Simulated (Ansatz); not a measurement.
Harmonic vibrations of SiMeCl3 (CH₃Cl₃Si) by finite differences.

```yaml
crystal:
  periodic: [false, false, false]
  atoms:
    - {symbol: Si, position_ang: [-0.001924, 0.002393, -0.793470]}
    - {symbol: C, position_ang: [0.002532, -0.003174, 1.053455]}
    - {symbol: H, position_ang: [-1.030043, 0.019704, 1.432613]}
    - {symbol: H, position_ang: [0.540980, 0.878699, 1.431437]}
    - {symbol: H, position_ang: [0.499382, -0.911330, 1.426141]}
    - {symbol: Cl, position_ang: [1.917265, -0.032738, -1.521394]}
    - {symbol: Cl, position_ang: [-0.931766, 1.686789, -1.509455]}
    - {symbol: Cl, position_ang: [-0.996426, -1.640332, -1.519317]}
basis:
  gaussian: {orbitals: def2-SVP}
hamiltonian: {xc: pbe0, dispersion: d4}
scf: {omitted_lower_state_checks: [starts]}
phonons: {temperatures: {t_min: 298.15, t_max: 900, t_step: 200}}
```

```sh
$ ansatz run in.yaml --threads 2 --pin off --events-out ev --progress --plain --max-ram 4352MiB
```

Shortened log:

```
Functional definition: PBE0
mean field -46504.31387557 eV, -1709.0020131709 hartree, gradient 9.3e-6 eV, S^2 0.000000; 0 other end points of the search recorded, 0 dependent functions left out
mean field -46504.31378611 eV, -1709.0020098837 hartree, gradient 2.4e-6 eV, S^2 0.000000; 0 other end points of the search recorded, 0 dependent functions left out
mean field -46504.31378573 eV, -1709.0020098694 hartree, gradient 2.3e-6 eV, S^2 0.000000; 0 other end points of the search recorded, 0 dependent functions left out
mean field -46504.31378585 eV, -1709.0020098739 hartree, gradient 2.4e-6 eV, S^2 0.000000; 0 other end points of the search recorded, 0 dependent functions left out
mean field -46504.31378597 eV, -1709.0020098784 hartree, gradient 2.3e-6 eV, S^2 0.000000; 0 other end points of the search recorded, 0 dependent functions left out
mean field -46504.31378829 eV, -1709.0020099636 hartree, gradient 2.1e-6 eV, S^2 0.000000; 0 other end points of the search recorded, 0 dependent functions left out
mean field -46504.31376642 eV, -1709.0020091599 hartree, gradient 2.1e-6 eV, S^2 0.000000; 0 other end points of the search recorded, 0 dependent functions left out
mean field -46504.31371117 eV, -1709.0020071296 hartree, gradient 1.1e-6 eV, S^2 0.000000; 0 other end points of the search recorded, 0 dependent functions left out
mean field -46504.31371091 eV, -1709.0020071199 hartree, gradient 1.4e-6 eV, S^2 0.000000; 0 other end points of the search recorded, 0 dependent functions left out
mean field -46504.31371095 eV, -1709.0020071214 hartree, gradient 1.2e-6 eV, S^2 0.000000; 0 other end points of the search recorded, 0 dependent functions left out
mean field -46504.31371114 eV, -1709.0020071285 hartree, gradient 1.0e-6 eV, S^2 0.000000; 0 other end points of the search recorded, 0 dependent functions left out
mean field -46504.31376159 eV, -1709.0020089824 hartree, gradient 1.0e-6 eV, S^2 0.000000; 0 other end points of the search recorded, 0 dependent functions left out
mean field -46504.31374339 eV, -1709.0020083136 hartree, gradient 9.9e-7 eV, S^2 0.000000; 0 other end points of the search recorded, 0 dependent functions left out
mean field -46504.31378519 eV, -1709.0020098496 hartree, gradient 1.0e-6 eV, S^2 0.000000; 0 other end points of the search recorded, 0 dependent functions left out
mean field -46504.31377583 eV, -1709.0020095057 hartree, gradient 2.3e-6 eV, S^2 0.000000; 0 other end points of the search recorded, 0 dependent functions left out
mean field -46504.31386197 eV, -1709.0020126712 hartree, gradient 1.5e-6 eV, S^2 0.000000; 0 other end points of the search recorded, 0 dependent functions left out
mean field -46504.31386432 eV, -1709.0020127576 hartree, gradient 1.8e-6 eV, S^2 0.000000; 0 other end points of the search recorded, 0 dependent functions left out
mean field -46504.31387031 eV, -1709.0020129778 hartree, gradient 1.2e-6 eV, S^2 0.000000; 0 other end points of the search recorded, 0 dependent functions left out
mean field -46504.31383559 eV, -1709.0020117021 hartree, gradient 1.3e-6 eV, S^2 0.000000; 0 other end points of the search recorded, 0 dependent functions left out
mean field -46504.31383733 eV, -1709.0020117657 hartree, gradient 1.2e-6 eV, S^2 0.000000; 0 other end points of the search recorded, 0 dependent functions left out
mean field -46504.31384407 eV, -1709.0020120136 hartree, gradient 1.5e-6 eV, S^2 0.000000; 0 other end points of the search recorded, 0 dependent functions left out
mean field -46504.31379924 eV, -1709.0020103662 hartree, gradient 1.7e-6 eV, S^2 0.000000; 0 other end points of the search recorded, 0 dependent functions left out
mean field -46504.31380651 eV, -1709.0020106334 hartree, gradient 2.7e-6 eV, S^2 0.000000; 0 other end points of the search recorded, 0 dependent functions left out
mean field -46504.31387010 eV, -1709.0020129703 hartree, gradient 1.0e-6 eV, S^2 0.000000; 0 other end points of the search recorded, 0 dependent functions left out
mean field -46504.31383594 eV, -1709.0020117147 hartree, gradient 1.1e-6 eV, S^2 0.000000; 0 other end points of the search recorded, 0 dependent functions left out
mean field -46504.31384240 eV, -1709.0020119521 hartree, gradient 1.1e-6 eV, S^2 0.000000; 0 other end points of the search recorded, 0 dependent functions left out
mean field -46504.31384568 eV, -1709.0020120727 hartree, gradient 1.4e-6 eV, S^2 0.000000; 0 other end points of the search recorded, 0 dependent functions left out
mean field -46504.31380399 eV, -1709.0020105404 hartree, gradient 2.8e-6 eV, S^2 0.000000; 0 other end points of the search recorded, 0 dependent functions left out
mean field -46504.31379448 eV, -1709.0020101909 hartree, gradient 1.8e-6 eV, S^2 0.000000; 0 other end points of the search recorded, 0 dependent functions left out
mean field -46504.31387039 eV, -1709.0020129808 hartree, gradient 1.0e-6 eV, S^2 0.000000; 0 other end points of the search recorded, 0 dependent functions left out
mean field -46504.31383628 eV, -1709.0020117270 hartree, gradient 1.1e-6 eV, S^2 0.000000; 0 other end points of the search recorded, 0 dependent functions left out
mean field -46504.31387774 eV, -1709.0020132509 hartree, gradient 1.1e-6 eV, S^2 0.000000; 0 other end points of the search recorded, 0 dependent functions left out
mean field -46504.31376614 eV, -1709.0020091496 hartree, gradient 1.3e-6 eV, S^2 0.000000; 0 other end points of the search recorded, 0 dependent functions left out
mean field -46504.31386881 eV, -1709.0020129226 hartree, gradient 1.9e-6 eV, S^2 0.000000; 0 other end points of the search recorded, 0 dependent functions left out
mean field -46504.31387193 eV, -1709.0020130374 hartree, gradient 1.9e-6 eV, S^2 0.000000; 0 other end points of the search recorded, 0 dependent functions left out
mean field -46504.31383927 eV, -1709.0020118372 hartree, gradient 6.8e-7 eV, S^2 0.000000; 0 other end points of the search recorded, 0 dependent functions left out
mean field -46504.31388752 eV, -1709.0020136103 hartree, gradient 2.8e-6 eV, S^2 0.000000; 0 other end points of the search recorded, 0 dependent functions left out
mean field -46504.31383249 eV, -1709.0020115880 hartree, gradient 7.9e-7 eV, S^2 0.000000; 0 other end points of the search recorded, 0 dependent functions left out
mean field -46504.31388552 eV, -1709.0020135368 hartree, gradient 8.0e-7 eV, S^2 0.000000; 0 other end points of the search recorded, 0 dependent functions left out
mean field -46504.31388199 eV, -1709.0020134069 hartree, gradient 1.1e-6 eV, S^2 0.000000; 0 other end points of the search recorded, 0 dependent functions left out
mean field -46504.31378411 eV, -1709.0020098101 hartree, gradient 1.2e-6 eV, S^2 0.000000; 0 other end points of the search recorded, 0 dependent functions left out
mean field -46504.31384011 eV, -1709.0020118678 hartree, gradient 6.6e-7 eV, S^2 0.000000; 0 other end points of the search recorded, 0 dependent functions left out
mean field -46504.31388715 eV, -1709.0020135965 hartree, gradient 2.8e-6 eV, S^2 0.000000; 0 other end points of the search recorded, 0 dependent functions left out
mean field -46504.31382814 eV, -1709.0020114280 hartree, gradient 8.3e-7 eV, S^2 0.000000; 0 other end points of the search recorded, 0 dependent functions left out
mean field -46504.31388660 eV, -1709.0020135764 hartree, gradient 8.3e-7 eV, S^2 0.000000; 0 other end points of the search recorded, 0 dependent functions left out
mean field -46504.31378772 eV, -1709.0020099427 hartree, gradient 1.2e-6 eV, S^2 0.000000; 0 other end points of the search recorded, 0 dependent functions left out
mean field -46504.31388204 eV, -1709.0020134088 hartree, gradient 1.1e-6 eV, S^2 0.000000; 0 other end points of the search recorded, 0 dependent functions left out
mean field -46504.31383960 eV, -1709.0020118494 hartree, gradient 6.7e-7 eV, S^2 0.000000; 0 other end points of the search recorded, 0 dependent functions left out
mean field -46504.31388727 eV, -1709.0020136009 hartree, gradient 2.9e-6 eV, S^2 0.000000; 0 other end points of the search recorded, 0 dependent functions left out
Total energy: -46504.55812614 eV, -1709.0109892141 hartree
Atom 0 at    -0.001924     0.002393    -0.793470 Å, force     0.000144    -0.000019     0.004142 eV/Å
Atom 1 at     0.002532    -0.003174     1.053455 Å, force    -0.000163    -0.000017    -0.008378 eV/Å
Atom 2 at    -1.030043     0.019704     1.432613 Å, force     0.002810    -0.000475     0.002309 eV/Å
Atom 3 at     0.540980     0.878699     1.431437 Å, force    -0.001771    -0.002198     0.002201 eV/Å
Atom 4 at     0.499382    -0.911330     1.426141 Å, force    -0.001038     0.002706     0.002195 eV/Å
Atom 5 at     1.917265    -0.032738    -1.521394 Å, force     0.001715    -0.000253    -0.000893 eV/Å
Atom 6 at    -0.931766     1.686789    -1.509455 Å, force    -0.000652     0.001504    -0.000779 eV/Å
Atom 7 at    -0.996426    -1.640332    -1.519317 Å, force    -0.001046    -0.001247    -0.000798 eV/Å
Dipole moment:     0.001042    -0.001324     0.439486 e Å
Vibrations: 152.71 152.72 166.09 213.70 213.73 228.45 454.79 596.95 597.01 766.90 812.20 812.24 1271.34 1417.78 1417.81 3067.22 3183.14 3183.17 cm⁻¹, zero-point energy 1.159747 eV
Checks for a lower state left out: starts
```

It took 1.7 min on 2 threads of Intel Xeon Platinum 8488C on a shared host.
